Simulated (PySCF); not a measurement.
Mapped SMILES: `[CH3:1][O:2][C:3](=[O:4])[C:5]#[C:6][Si@@H:7]([SiH3:8])[PH2:9]`; H(Xn) means a hydrogen on atom n.

- GFN2-xTB structure
- σ from GIAO-PBE0/pcSseg-1
- code: PySCF 2.14
- fast rotation and ring inversion assumed for equivalent nuclei, non-relativistic, a single conformation, isolated molecule

List the cross peaks expected in HSQC, COSY and HMBC spectra.

## Answers



HSQC (one-bond C–H):
| δH | δC |
| --- | --- |
| 4.10 (H(C1)) | 51.0 (C1) |

COSY cross peaks (H two or three bonds apart, from the bond graph; peaks can be absent where the dihedral angle is near 90°):
| δH | δH |
| --- | --- |
| 4.72 (H(Si7)) | 3.67 (H(Si8)) |
| 4.72 (H(Si7)) | 1.18 (H(P9)) |

HMBC (two and three bonds, from the bond graph):
| δH | δC |
| --- | --- |
| 4.72 (H(Si7)) | 108.1 (C5), 94.8 (C6) |
| 4.10 (H(C1)) | 159.0 (C3) |
| 3.67 (H(Si8)) | 94.8 (C6) |
| 1.18 (H(P9)) | 94.8 (C6) |

Shifts are taken against calculated references (same method and geometry level): TMS for 1H and 13C.

Shifts are as computed. Against solution values, carbons near 30 ppm lie about +3 ppm off and those near 130 ppm about +5 ppm. Of 1309 compounds with measured shifts, 239 miss one by over three times the rms of a fit or turn the order of signals round; such compounds aren't used in these exercises.
